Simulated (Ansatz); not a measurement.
Energy needed to pull apart BH$_{3}$TeO (SMILES OB[TeH]), singlet, into free ground-state atoms, from the structure below (displaced at random from a GFN2-xTB minimum); no zero-point or spin–orbit terms; open-shell atoms are treated unrestricted, in their ground-state multiplicity.

O1  (-0.917, -0.280, -1.229)
B2  (0.141, -0.262, -0.360)
Te3  (0.119, 0.910, 1.516)
H4  (-1.626, 0.432, -1.092)
H5  (0.954, -0.976, -0.621)
H6  (1.335, 0.204, 2.053)
(Å)

Program: Ansatz 0.2.0. Basis: def2-TZVPP. Cores are frozen in the correlated methods. Filled d shells of the heavier atoms are correlated. Core potentials replace the inner electrons of the atoms past krypton. The def2 sets are not built for correlating such inner shells, so the correlated values are less sure here.

```tsv
method	atomization energy (kcal/mol)
PBE-D4	477.2
revPBE-D4	?
r2SCAN-D4	469.4
PBE0-D4	465.3
BHLYP-D4	450.0
wB97M-V	?
HF	328.3
MP2	465.4
CCSD	446.2
CCSD(T)	455.0
```

Problem. What does revPBE-D4 give? (To be estimated.)

Solution. By the calculation: 463.2 kcal/mol, which is about 8.3 kcal/mol more than CCSD(T)/def2-TZVPP.

Problem. What does wB97M-V give? (An estimate is asked for; the value comes from the calculation.)

Solution. The calculation gives: 466.5 kcal/mol, which is about 11.6 kcal/mol more than CCSD(T)/def2-TZVPP.

In triple zeta the MP2 and coupled-cluster atomization energies are still short of their basis limit by a few kcal/mol a bond, whereas those of the functionals are nearly converged, so these differences are not deviations from converged CCSD(T).

No T1 diagnostic of these runs exceeds 0.014.

For scale, one of the runs: CCSD(T)/def2-TZVPP forces, 154 basis functions (an equivalent command: `ansatz run in.yaml --threads 4`). Hardware: 4 CPU threads, shared host. Wall time 2 min; peak host memory 2.3 GiB.
